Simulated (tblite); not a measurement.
CH10Ge2OSi.
SMILES with atom numbers: `[GeH3:1][CH2:2][SiH2:3][O:4][GeH3:5]` (hydrogens: H6, H7, H8 on Ge1; H9, H10 on C2; H11, H12 on Si3; H13, H14, H15 on Ge5)

Computed with GFN2-xTB (tblite), gas phase: L-BFGS steps from a force-field or distance-geometry start until the largest atomic force falls under 0.01 eV/Å.

Step 2: E = -460.7099 eV
```
atom  x, y, z in Å  |  force x, y, z in eV/Å
Ge1     2.9088   -0.2657    0.1517   -0.422   0.231  -0.005
C2      1.2147    0.7726    0.1542    0.071  -0.510  -0.490
Si3    -0.3100   -0.3332    0.1283    0.798  -0.599   0.702
O4     -1.4720    0.4562   -0.6551   -1.118   0.096   0.100
Ge5    -3.1847    0.1542   -0.2330   -0.061  -0.124   0.156
H6      3.1626   -0.9054    1.5037   -0.060   0.050  -0.321
H7      4.0542    0.6826   -0.1099    0.001  -0.128   0.014
H8      2.9362   -1.3308   -0.9332    0.016   0.226   0.317
H9      1.1686    1.3899    1.0297    0.160   0.395   0.320
H10     1.1487    1.4084   -0.7264    0.285   0.114   0.042
H11    -0.7048   -0.6343    1.5333    0.081   0.030  -0.236
H12    -0.0150   -1.6086   -0.5230   -0.151  -0.087  -0.131
H13    -3.2232   -0.3715    1.2142    0.018   0.198  -0.545
H14    -3.7545   -0.8532   -1.2024    0.200   0.024   0.084
H15    -3.9340    1.4468   -0.3765    0.183   0.082  -0.008
```

Step 3: E = -460.7577 eV
```
atom  x, y, z in Å  |  force x, y, z in eV/Å
Ge1     2.9061   -0.2611    0.1523   -0.408   0.188  -0.036
C2      1.2122    0.7689    0.1510    0.160  -0.281  -0.281
Si3    -0.3034   -0.3408    0.1325    0.422  -0.356   0.483
O4     -1.4850    0.4498   -0.6436   -0.753  -0.019   0.184
Ge5    -3.1907    0.1551   -0.2348    0.017  -0.147   0.200
H6      3.1606   -0.9035    1.4947   -0.052   0.021  -0.228
H7      4.0518    0.6778   -0.1091    0.043  -0.069   0.004
H8      2.9364   -1.3254   -0.9256    0.011   0.181   0.259
H9      1.1735    1.3939    1.0296    0.131   0.258   0.166
H10     1.1553    1.4102   -0.7249    0.236   0.105  -0.004
H11    -0.7034   -0.6335    1.5292    0.074  -0.006  -0.123
H12    -0.0188   -1.6093   -0.5250   -0.120  -0.163  -0.169
H13    -3.2222   -0.3675    1.2031   -0.015   0.160  -0.439
H14    -3.7489   -0.8510   -1.1981    0.138  -0.043   0.009
H15    -3.9281    1.4445   -0.3757    0.116   0.172  -0.025
```

Step 4: E = -460.8180 eV
```
atom  x, y, z in Å  |  force x, y, z in eV/Å
Ge1     2.8935   -0.2468    0.1527   -0.228   0.076  -0.076
C2      1.2102    0.7621    0.1451    0.166   0.192   0.014
Si3    -0.2917   -0.3591    0.1432   -0.101   0.055   0.009
O4     -1.5196    0.4268   -0.6046    0.057  -0.102   0.172
Ge5    -3.2053    0.1551   -0.2364    0.065  -0.105   0.159
H6      3.1544   -0.8986    1.4685   -0.036  -0.059   0.034
H7      4.0469    0.6648   -0.1071    0.122   0.068  -0.017
H8      2.9369   -1.3087   -0.9021   -0.012   0.023   0.055
H9      1.1888    1.4042    1.0264    0.042   0.017  -0.060
H10     1.1759    1.4163   -0.7221    0.106   0.046  -0.065
H11    -0.6988   -0.6325    1.5195    0.041  -0.108   0.213
H12    -0.0301   -1.6160   -0.5340   -0.068  -0.231  -0.200
H13    -3.2204   -0.3551    1.1685   -0.110  -0.007   0.016
H14    -3.7332   -0.8474   -1.1880   -0.022  -0.215  -0.188
H15    -3.9119    1.4429   -0.3741   -0.023   0.348  -0.066
```

**Question.** Estimate the geometry and energy of step 5. (The exact step hangs on the optimiser's Hessian estimate; all steps are aligned on step 4, rigid shifts and turns removed.)

**Answer.** E = -460.8261 eV, largest force 0.264 eV/Å
```
atom  x, y, z in Å  |  force x, y, z in eV/Å
Ge1     2.8888   -0.2444    0.1517   -0.083   0.055  -0.038
C2      1.2125    0.7637    0.1441    0.047   0.187   0.032
Si3    -0.2910   -0.3605    0.1452   -0.074   0.039  -0.046
O4     -1.5228    0.4241   -0.5994    0.138  -0.100   0.167
Ge5    -3.2055    0.1534   -0.2340   -0.036  -0.030   0.040
H6      3.1534   -0.8991    1.4668   -0.046  -0.045   0.023
H7      4.0483    0.6648   -0.1072    0.082   0.046  -0.010
H8      2.9368   -1.3070   -0.8993   -0.020   0.003   0.024
H9      1.1907    1.4057    1.0258    0.038   0.016  -0.066
H10     1.1793    1.4176   -0.7228    0.090   0.053  -0.075
H11    -0.6978   -0.6340    1.5217    0.050  -0.110   0.209
H12    -0.0320   -1.6199   -0.5378   -0.077  -0.156  -0.155
H13    -3.2219   -0.3541    1.1657   -0.116  -0.039   0.103
H14    -3.7321   -0.8503   -1.1899   -0.010  -0.175  -0.152
H15    -3.9109    1.4480   -0.3750    0.016   0.257  -0.057
```

The energy changes by -0.0081 eV. The first-order estimate −F·Δx gives -0.0097 eV and the mean of the old and new forces, exact on a quadratic surface, -0.0081 eV. The step makes an angle of 37° with the force vector and moves no atom by more than 0.007 Å.

What follows is the cost of the whole relaxation. On an Arm Neoverse N1 with one thread (shared host), this took 0.66 s.
